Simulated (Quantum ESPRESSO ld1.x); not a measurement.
Pb8+, configuration [Xe] 4f14 5d6 (the NIST ground configuration). Method: Dirac Kohn-Sham, PBE, spin-unpolarised, spherical densities, point nucleus; open shells fill j = l - 1/2 first; computed with ld1.x of Quantum ESPRESSO 7.5.

Unscreened Slater integrals over Kohn-Sham orbitals (hartree). Large and small components are both included.

| integral | value |
|---|---|
| F0(5d5/2,5d5/2) | 0.77881 |
| F2(5d5/2,5d5/2) | 0.41700 |
| F4(5d5/2,5d5/2) | 0.28332 |
| F0(5d5/2,5d3/2) | 0.78782 |
| F2(5d5/2,5d3/2) | 0.42135 |
| G2(5d5/2,5d3/2) | 0.42065 |
| G4(5d5/2,5d3/2) | 0.28580 |
| F0(5d5/2,5p3/2) | 0.84143 |
| F2(5d5/2,5p3/2) | 0.44103 |
| G1(5d5/2,5p3/2) | 0.54771 |
| G3(5d5/2,5p3/2) | 0.34499 |
| F0(5d5/2,5p1/2) | 0.86654 |
| G3(5d5/2,5p1/2) | 0.32127 |
| F0(5d3/2,5d3/2) | 0.79727 |
| F2(5d3/2,5d3/2) | 0.42646 |
| F0(5d3/2,5p3/2) | 0.85360 |
| F2(5d3/2,5p3/2) | 0.45067 |
| G1(5d3/2,5p3/2) | 0.56572 |
| G3(5d3/2,5p3/2) | 0.35637 |
| F0(5d3/2,5p1/2) | 0.88031 |
| G1(5d3/2,5p1/2) | 0.53542 |
| F0(5p3/2,5p3/2) | 0.92721 |
| F2(5p3/2,5p3/2) | 0.50322 |
| F0(5p3/2,5p1/2) | 0.96416 |
| G2(5p3/2,5p1/2) | 0.50692 |
| F0(5p1/2,5p1/2) | 1.0083 |
